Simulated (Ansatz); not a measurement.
`CC1[CH2][AlH][SiH2]1` + H₂ → `[CH2]1C[SiH2][AlH]1` + CH₄  (hydrogenolysis of a C–C bond)

Isolated molecules relaxed with PBE0-D4/def2-TZVP in Ansatz; ΔE leaves out vibrations. CCSD(T)/CBS is the MP2 limit (def2-TZVPP, def2-QZVPP) plus CCSD(T) − MP2 in def2-TZVPP, frozen cores. This one scheme is used for every species. DFT in def2-TZVPP.

CCSD(T)/CBS gives -67.4 kJ/mol.

Question: Another level gave -63.6 kJ/mol. Which?
A. B2PLYP/def2-TZVPP
B. MP2/def2-TZVPP
C. HF/def2-TZVPP
D. r2SCAN-D4/def2-TZVPP

Answer: B. MP2/def2-TZVPP -63.6, r2SCAN-D4 -70.0, HF/def2-TZVPP -91.7, B2PLYP -76.4 kJ/mol.

Largest T1 diagnostic among the species: 0.012.

In def2-TZVPP, CCSD(T) changes the Hartree–Fock value by +23.4 kJ/mol (the triples alone add +4.7 kJ/mol) and MP2 by +28.0 kJ/mol. The D4 term adds +11.3 kJ/mol with B3LYP and +6.3 kJ/mol with PBE0; it sums over pairs of atoms, weighted by their polarisabilities, and B3LYP, whose exchange is more repulsive, gets the larger term.

B3LYP here is the variant with VWN-RPA as its local correlation; programs differ in this.
